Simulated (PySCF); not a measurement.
C2H6Cl2Si, charge -1, doublet, at a GFN2-xTB geometry (a state made from the parent by changing its charge; the spin is typed, not shown lowest) (in this run its highest filled SCF level lies above zero, so its values depend strongly on the basis, on diffuse functions most of all). Base run: BLYP/STO-3G in PySCF.

Input for PySCF:
```python
from pyscf import gto, scf, dft

mol = gto.M(
    atom='''
C     1.426503   -1.097659   -0.303157
Si    0.012137    0.165091   -0.031653
C    -1.563882   -0.702178    0.626223
Cl    0.763054    0.791788    2.132207
Cl   -0.694527    0.100648   -2.290706
H     1.114208   -1.878587   -0.992805
H     2.307286   -0.620121   -0.724039
H     1.717031   -1.556742    0.638562
H    -2.371764    0.008473    0.778866
H    -1.912416   -1.451103   -0.081068
H    -1.364969   -1.185582    1.579703
''',
    basis='sto-3g',
    charge=-1,
    spin=1,
    verbose=4,
)

mf = dft.UKS(mol)
mf.xc = 'blyp'
mf.kernel()
```

Each row names what was changed in the base input (with any setting that the change needs).

```
change                                           ΔE vs base (mEh)  fitting functions
-----------------------------------------------  ----------------  -----------------
base                                                        0.000                  -
auxbasis = default (with mf = mf.density_fit())            -3.001                642
auxbasis = def2-svp-ri                                    -2094.4                366
auxbasis = cc-pvdz-jkfit                                   -0.654                614
auxbasis = def2-tzvp-ri                                   -67.061                581
auxbasis = def2-universal-jkfit                            -3.001                642
auxbasis = even-tempered beta=2.0                          -6.146                376
auxbasis = even-tempered beta=1.6                          -5.534                524
auxbasis = even-tempered beta=3.0                         -40.829                237
auxbasis = autoaux                                         -5.784                490
```

A fitting set is made for a task (jfit for Coulomb, jkfit for Coulomb and exchange, ri for correlation) and for a family of orbital bases.

Open shells are given as the SCF converged; they aren't shown to be the lowest states, and a large step between rows can be another state.
